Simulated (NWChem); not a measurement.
## Correlation energy of aminoborane (H$_{4}$BN)

SMILES: NB
```xyz
6

B      0.0000     0.0000     0.7762
N      0.0000     0.0000    -0.6112
H     -1.0575     0.0000     1.3645
H      1.0575     0.0000     1.3645
H      0.8464     0.0000    -1.1658
H     -0.8464     0.0000    -1.1658
```
Charge 0, spin multiplicity 1.

All runs are NWChem calculations. The geometry was optimised at PBE0/def2-SVP, a minimum by its harmonic frequencies. It is one conformer; others weren't searched.

Basis set: cc-pVDZ. Each correlation energy counts from its own Hartree-Fock reference.

The correlated methods keep 2 core orbitals frozen. Coupled-cluster values serve here as a point of comparison, not as the truth.

Task: Order these methods by the correlation energy they give, lowest first: CR-CCSD(T), CCSD, SCS-MP2, CCSD(T), RI-MP2.

Result: CCSD(T) (-300.8 mHa), CR-CCSD(T) (-299.5 mHa), CCSD (-293.5 mHa), SCS-MP2 (-268.4 mHa), RI-MP2 (-265.2 mHa)
